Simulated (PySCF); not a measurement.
SMILES Br[SiH2][SiH2]Br (PBE0/def2-SVP optimised geometry):

```
8

Br     1.829    -2.139     0.008
Si     1.172     0.000     0.000
Si    -1.169     0.000     0.000
Br    -1.829     2.139     0.000
H      1.711     0.661    -1.223
H      1.712     0.671     1.217
H     -1.708    -0.665    -1.220
H     -1.709    -0.666     1.220
```

Calculation: PBE0/def2-TZVP in PySCF 2.14.0.

Question: What are the frontier orbital energies and the dipole moment?

Answer: HOMO-2 -8.68 eV, HOMO-1 -8.60 eV, HOMO -7.95 eV, LUMO -1.29 eV, LUMO+1 -0.17 eV; dipole moment 0.00 D.

Meta-Löwdin charges at PBE0/def2-TZVP: Br1 -0.26, Si2 0.39, Si3 0.39, Br4 -0.26, H5 -0.06, H6 -0.06, H7 -0.06, H8 -0.06.
